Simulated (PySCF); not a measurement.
CH₂BNO₃. Atoms are numbered in the order given.

```xyz
8

B      0.0000     0.0000    -1.0277
N      0.0000     0.0000     0.4265
C      0.0000     0.0000     1.6215
O      0.0000     0.0000     2.7918
O      0.0000    -1.1652    -1.7250
H      0.0000    -1.9400    -1.1549
O      0.0000     1.1652    -1.7250
H      0.0000     1.9400    -1.1549
```

Geometry: ωB97X-D3(BJ)/def2-SVP. This is a generated structure with no PubChem entry under its InChIKey; it may be hypothetical. Other conformers were not sampled.

These are TDDFT-PBE/def2-SVPD run with PySCF 2.14.0 values and carry that method's errors.

Vertical excitations. Isolated molecule, no solvent. State labels are in the subgroup C2v.

Computed lowest excited states:
| state | symmetry | energy (eV) | λ (nm) | f | main pairs |
|---|---|---|---|---|---|
| S1 | A2 | 6.41 | 194 | 0.000 | HOMO→LUMO 100 % |
| S2 | B2 | 6.51 | 190 | 0.009 | HOMO→LUMO+1 100 % |
| S3 | B1 | 6.72 | 185 | 0.000 | HOMO−1→LUMO+1 100 % |
| S4 | A1 | 7.08 | 175 | 0.052 | HOMO−1→LUMO 66 %, HOMO→LUMO+2 34 % |
| S5 | A2 | 7.15 | 173 | 0.000 | HOMO−2→LUMO+1 100 % |
| S6 | B2 | 7.56 | 164 | 0.070 | HOMO−2→LUMO 94 % |
| S7 | A2 | 7.64 | 162 | 0.000 | HOMO−1→LUMO+2 99 % |
| S8 | A1 | 7.80 | 159 | 0.127 | HOMO→LUMO+4 54 %, HOMO→LUMO+2 33 %, HOMO−1→LUMO 11 % |
| S9 | B2 | 7.97 | 156 | 0.002 | HOMO→LUMO+3 99 % |
| S10 | B1 | 8.04 | 154 | 0.011 | HOMO−2→LUMO+2 99 % |
| T1 | A1 | 6.13 | 202 | 0 | HOMO−1→LUMO 97 % |
| T2 | A2 | 6.17 | 201 | 0 | HOMO→LUMO 98 % |
| T3 | B2 | 6.42 | 193 | 0 | HOMO→LUMO+1 100 % |
| T4 | B1 | 6.64 | 187 | 0 | HOMO−1→LUMO+1 100 % |
Triplets are in the Tamm–Dancoff approximation, which puts them higher than full response would, so one can lie above its singlet here.
